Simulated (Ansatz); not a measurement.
Start from `C[Si](F)(Cl)[O][AlH2]` and change one atom or group to get `C[Si](F)(F)[O][AlH2]`.

Ansatz, PBE0-D4/def2-TZVP geometries, multiplicity 1. Each molecule was computed in one conformer, which needn't be the lowest.

```
                                          property  `C[Si](F)(Cl)[O][AlH2]`
  size of the dipole moment (B3LYP/def2-TZVPP) / D                     1.98
size of the dipole moment (ωB97M-V/def2-TZVPP) / D                     1.96
                HOMO energy (PBE0/def2-TZVPP) / eV                    -8.59
                 LUMO energy (PBE/def2-TZVPP) / eV                    -2.12
                 HOMO energy (PBE/def2-TZVPP) / eV                    -7.25
             LUMO energy (ωB97M-V/def2-TZVPP) / eV                     0.24
```

**Question.** What does the change do to each property? (Best estimate.)

**Answer.** Ansatz gave: 
```json
{"property": "size of the dipole moment (B3LYP/def2-TZVPP) / D", "`C[Si](F)(F)[O][AlH2]`": "2.16", "shift": "0.18"}
{"property": "size of the dipole moment (ωB97M-V/def2-TZVPP) / D", "`C[Si](F)(F)[O][AlH2]`": "2.14", "shift": "0.18"}
{"property": "HOMO energy (PBE0/def2-TZVPP) / eV", "`C[Si](F)(F)[O][AlH2]`": "-8.59", "shift": "0.00"}
{"property": "LUMO energy (PBE/def2-TZVPP) / eV", "`C[Si](F)(F)[O][AlH2]`": "-2.11", "shift": "0.01"}
{"property": "HOMO energy (PBE/def2-TZVPP) / eV", "`C[Si](F)(F)[O][AlH2]`": "-7.26", "shift": "-0.01"}
{"property": "LUMO energy (ωB97M-V/def2-TZVPP) / eV", "`C[Si](F)(F)[O][AlH2]`": "0.25", "shift": "0.01"}
```

Dipoles are sizes alone; their direction can turn.

B3LYP here is the variant with VWN-RPA as its local correlation; programs differ in this.
